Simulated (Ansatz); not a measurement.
Cost and result up the ladder for Ca₆O₈H₄ (18 atoms). The state is a singlet with charge 0. Geometry: r2SCAN-D4/def2-SVP.

Cartesian coordinates in Å:
```
Ca 0.641 -1.125 1.150
Ca 0.484 -0.276 -2.178
Ca -0.839 -2.888 -1.028
Ca -1.607 0.914 0.823
Ca 2.267 -2.716 -1.152
Ca 2.290 1.506 -0.232
O -3.098 2.294 0.542
O 1.203 1.923 -2.068
O -0.961 -0.388 2.584
O 0.797 1.365 1.325
O -0.910 -0.736 -0.534
O 2.209 -0.564 -0.601
O 0.647 -2.423 -2.523
O 0.803 -3.158 0.330
H 0.784 2.707 -2.440
H -3.819 2.917 0.426
H -1.459 -0.777 3.311
H 0.571 1.425 2.265
```

Ansatz on 4 threads of Arm Neoverse V2 on a shared host. Times are rough, and most runs start from the orbitals of an earlier one. PBE0-D4/def2-SVP serves as the yardstick here, not as an exact answer. Differences are given only for rows in sets of like size (and for xTB, whose basis is part of the method), since another set adds its own error. Binding counts from free atoms at the same level (Ca singlet, O triplet, H doublet; other spins of the atoms weren't run), without zero-point energy or a counterpoise term.

The 6-31G sets use Cartesian d functions. B3LYP takes the VWN-RPA correlation. Correlated methods freeze 38 core orbitals; core or outer-core shells of Ca are correlated, in sets that lack core-valence functions.

Correlated methods converge slowly with the basis, most of all in double-zeta sets.

```
                         level  functions  wall time  binding energy per atom (eV)  difference from PBE0-D4/def2-SVP (eV)
               PBE-D4/def2-SVP        276       11 s                          4.52                                   0.22
                      HF/6-31G        254       11 s                          2.69                                      –
                B3LYP-D4/6-31G        254       19 s                          4.17                                      –
                  MP2/def2-SVP        276       19 s                          4.13                                  -0.16
            r2SCAN-D4/def2-SVP        276       24 s                          4.49                                   0.20
PBE0-D4/def2-SVP (with forces)        276       26 s                          4.30                                   0.00
```
